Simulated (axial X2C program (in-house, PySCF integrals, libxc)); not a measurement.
## Worked dissociation energy of TeF⁻: CCSD, two-component

Computed with an in-house all-electron X2C program for linear molecules (integrals from PySCF). Two-component (2c) means X2C with spin–orbit coupling and atomic mean-field two-electron Coulomb and Gaunt terms. Basis: Te dyall-acv3z [12s13p9d5f1g], F dyall-av3z [7s6p3d2f] (cores contracted in-house); Gaussian nuclei, density fitting, unrestricted open shells. Masses: Te 129.906 u, F 18.998 u.

Molecular state: Ω = 0 (closed shell).

Correlated methods: 14 electrons correlated (number of frozen shells: Te 4 s, 3 p, 2 d; F 1 s), 276 virtual spin orbitals or spinors in MP2, 90 natural virtuals in coupled cluster.

- E(Te) (2M_J = 4): -6788.208559 hartree
- E(F-) (2M_J = 0): -99.834244 hartree
- E(TeF⁻) at Re: -6888.125295 hartree
- ωe: 498.4 cm⁻¹
- ωexe: 2.93 cm⁻¹

Q: Work out De and D0.

A: De = -6788.208559 + (-99.834244) − (-6888.125295) = 0.08249 hartree = 2.245 eV. The zero-point energy is ωe/2 − ωexe/4 = 248 cm⁻¹ = 0.031 eV, so D0 = 2.214 eV.

The state is one determinant whose occupation by symmetry is held fixed; it was picked as the lowest of a PBE0 search that is not exhaustive. The closed shell is kept restricted, so the energy runs too high when the bond is stretched far. Dissociation energies refer to the lowest single-determinant-based atoms at the same level and basis. CCSD ran in a truncated set of natural virtual spinors with an MP2 remainder; without triples it tends to underbind. With the outer-core shells frozen, correlated bond lengths of heavy atoms tend to come out a few hundredths of an ångström too long.

Each atomic determinant is the lowest at this level and need not be a pure J level. Totals compare only within one Hamiltonian and basis.
